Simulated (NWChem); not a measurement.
System: trimethylarsine (C3H9As); SMILES C[As](C)C

The following NWChem deck was run.

```
start job
memory heap 200 mb stack 900 mb global 1100 mb
geometry units angstroms noautoz
  C      0.635177     1.581368    -0.530516
  As     0.000000     0.000000     0.451678
  C      1.051916    -1.340764    -0.530516
  C     -1.687094    -0.240604    -0.530516
  H      0.578122     1.435661    -1.620200
  H      1.677908     1.791350    -0.249693
  H      0.025434     2.453572    -0.251794
  H      0.954258    -1.218498    -1.620200
  H      0.712400    -2.348786    -0.249693
  H      2.112139    -1.248813    -0.251794
  H     -1.532379    -0.217162    -1.620200
  H     -2.137573    -1.204759    -0.251794
  H     -2.390309     0.557436    -0.249693
end
basis spherical
  C library sto-3g
  As library sto-3g
  H library sto-3g
end
dft
  xc xpbe96 cpbe96
  iterations 150
  mulliken
end
task dft gradient
```

Parts of the log:

```
             Northwest Computational Chemistry Package (NWChem) 7.3.0
             --------------------------------------------------------

 C3V symmetry detected

                             Geometry "geometry" -> ""
                             -------------------------

 Output coordinates in angstroms (scale by  1.889725989 to convert to a.u.)

  No.       Tag          Charge          X              Y              Z
 ---- ---------------- ---------- -------------- -------------- --------------
    1 C                    6.0000     1.20502603     1.20502603    -0.51369975
    2 As                  33.0000    -0.00000000     0.00000000     0.46849425
    3 C                    6.0000     0.44107014    -1.64609617    -0.51369975
    4 C                    6.0000    -1.64609617     0.44107014    -0.51369975
    5 H                    1.0000     1.09438205     1.09438205    -1.60338375
    6 H                    1.0000     2.24652975     0.98771954    -0.23392725
    7 H                    1.0000     0.98771954     2.24652975    -0.23392725
    8 H                    1.0000     0.40057163    -1.49495368    -1.60338375
    9 H                    1.0000    -0.26787466    -2.43941161    -0.23392725
   10 H                    1.0000     1.45169207    -1.97865509    -0.23392725
   11 H                    1.0000    -1.49495368     0.40057163    -1.60338375
   12 H                    1.0000    -2.43941161    -0.26787466    -0.23392725
   13 H                    1.0000    -1.97865509     1.45169207    -0.23392725

 Effective nuclear repulsion energy (a.u.)     290.0995563262

      Symmetry information
      --------------------

 Group name             C3v
 Group number             17
 Group order               6
 No. of unique centers     4

  pbe96 is a nonlocal functional; adding pw91lda local functional.

                                 NWChem DFT Module
                                 -----------------

 Summary of "ao basis" -> "ao basis" (spherical)
 ------------------------------------------------------------------------------
       Tag                 Description            Shells   Functions and Types
 ---------------- ------------------------------  ------  ---------------------
 C                           sto-3g                  3        5   2s1p
 As                          sto-3g                  8       18   4s3p1d
 H                           sto-3g                  1        1   1s

      Symmetry analysis of basis
      --------------------------

        a1         14
        a2          2
        e          26

  Rotation of axis

            General Information
            -------------------
          SCF calculation type: DFT
          Wavefunction type:  closed shell.
          No. of atoms     :    13
          No. of electrons :    60
           Alpha electrons :    30
            Beta electrons :    30
          Charge           :     0
          Spin multiplicity:     1
          Use of symmetry is: on ; symmetry adaption is: on
          Maximum number of iterations: 150
          AO basis - number of functions:    42
                     number of shells:    26
          Convergence on energy requested:  1.00D-06
          Convergence on density requested:  1.00D-05
          Convergence on gradient requested:  5.00D-04

              XC Information
              --------------
          PerdewBurkeErnzerhof Exchange Functional  1.000
            Perdew 1991 LDA Correlation Functional  1.000 local
           PerdewBurkeErnz. Correlation Functional  1.000 non-local

             Grid Information
             ----------------
          Grid used for XC integration:  medium
          Radial quadrature: Mura-Knowles
          Angular quadrature: Lebedev.
          Tag              B.-S. Rad. Rad. Pts. Rad. Cut. Ang. Pts.
          ---              ---------- --------- --------- ---------
          C                   0.70       49          10.0       434
          As                  1.15      112           8.0       590
          H                   0.35       45          11.0       434
          Grid pruning is: on
          Number of quadrature shells:   251
          Spatial weights used:  Erf1

      Superposition of Atomic Density Guess
      -------------------------------------

 Sum of atomic energies:       -2324.92720032

      Non-variational initial energy
      ------------------------------

 Total energy =   -2325.410475
 1-e energy   =   -3837.865496
 2-e energy   =    1222.355464
 HOMO         =      -0.102733
 LUMO         =       0.364885

      Symmetry analysis of molecular orbitals - initial
      -------------------------------------------------

  Numbering of irreducible representations:

     1 a1          2 a2          3 e

  Orbital symmetries:

[...]

                         DFT ENERGY GRADIENTS

    atom               coordinates                        gradient
                 x          y          z           x          y          z
   1 C       2.277169   2.277169  -0.970752    0.009239   0.009239  -0.004981
   2 As     -0.000000   0.000000   0.885326   -0.000000   0.000000   0.001694
   3 C       0.833502  -3.110671  -0.970752    0.003382  -0.012621  -0.004981
   4 C      -3.110671   0.833502  -0.970752   -0.012621   0.003382  -0.004981
   5 H       2.068082   2.068082  -3.029956   -0.001222  -0.001222   0.002748
   6 H       4.245326   1.866519  -0.442058   -0.002480  -0.000203   0.000834
   7 H       1.866519   4.245326  -0.442058   -0.000203  -0.002480   0.000834
   8 H       0.756971  -2.825053  -3.029956   -0.000447   0.001670   0.002748
   9 H      -0.506210  -4.609820  -0.442058    0.001064   0.002249   0.000834
  10 H       2.743300  -3.739116  -0.442058   -0.002046   0.001416   0.000834
  11 H      -2.825053   0.756971  -3.029956    0.001670  -0.000447   0.002748
  12 H      -4.609820  -0.506210  -0.442058    0.002249   0.001064   0.000834
  13 H      -3.739116   2.743300  -0.442058    0.001416  -0.002046   0.000834
```

Level: PBE/STO-3G. Coordinates come from a PBE0/def2-SVP optimisation.
